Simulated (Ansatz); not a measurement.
A nudged elastic band was laid between two geometries of Cl2GaH (4 atoms, charge 0, multiplicity 1).

Method: RKS B3LYP-D4/def2-SVP (Ansatz).

```
movable images  : 5
climbing image  : yes
spring          : 0.5 eV/Å²
optimiser       : quadratic models (default)
start path      : through a guess of the saddle point
force threshold : 0.05 eV/Å
iteration limit : 60
end points      : relaxed
```

First end point:

```xyz
4
Properties=species:S:1:pos:R:3
Ga 0.317 0.000 0.384
H 0.091 0.000 1.917
Cl 2.282 0.000 -0.488
Cl -1.313 0.000 -1.018
```

Last end point:

```xyz
4
Properties=species:S:1:pos:R:3
Ga -1.297 0.000 0.414
H 2.013 0.000 1.750
Cl 1.979 0.000 0.459
Cl -1.317 0.000 -1.827
```

Problem. What changes between the two ends?

Solution. Bonds broken: Ga1–H2, Ga1–Cl3. Bonds formed: H2–Cl3. Cl2GaH becomes ClGa + ClH.

Problem. Give the energies along the band, and the barrier.

Solution. The run converged. The highest image is number 3 of 0 to 6, 208.0 kJ/mol above the first end and 123.0 kJ/mol above the last; the last end lies 85.0 kJ/mol above the first. Another band between the same ends (5 images) ends at a top of the same energy, where a vibrational analysis finds 1 clearly imaginary mode. The orbitals stay closed-shell, which can raise the energy where a bond breaks towards radicals; this wasn't checked here.

| image | path coordinate (Å) | energy (kJ/mol) | Ga1–H2 (Å) | Ga1–Cl3 (Å) | H2–Cl3 (Å) |
| --- | --- | --- | --- | --- | --- |
| 0 | 0.00 | 0.0 | 1.55 | 2.15 | 3.25 |
| 1 | 0.47 | 31.0 | 1.54 | 2.16 | 2.78 |
| 2 | 0.94 | 128.0 | 1.53 | 2.27 | 2.27 |
| 3 | 1.41 | 208.0 | 1.62 | 2.50 | 1.81 |
| 4 | 1.99 | 115.3 | 2.11 | 2.89 | 1.34 |
| 5 | 2.56 | 89.2 | 2.87 | 3.25 | 1.29 |
| 6 | 3.13 | 85.0 | 3.57 | 3.28 | 1.29 |

Problem. What is the geometry of the highest image?

Solution. 
```xyz
4
Properties=species:S:1:pos:R:3
Ga -0.307 0.000 0.519
H 1.001 0.000 1.479
Cl 2.160 0.000 0.088
Cl -1.477 0.000 -1.291
```

Time of the run: 2.2 min on 1 thread of Arm Neoverse V2, with other jobs on the host, peak memory 0.15 GiB.
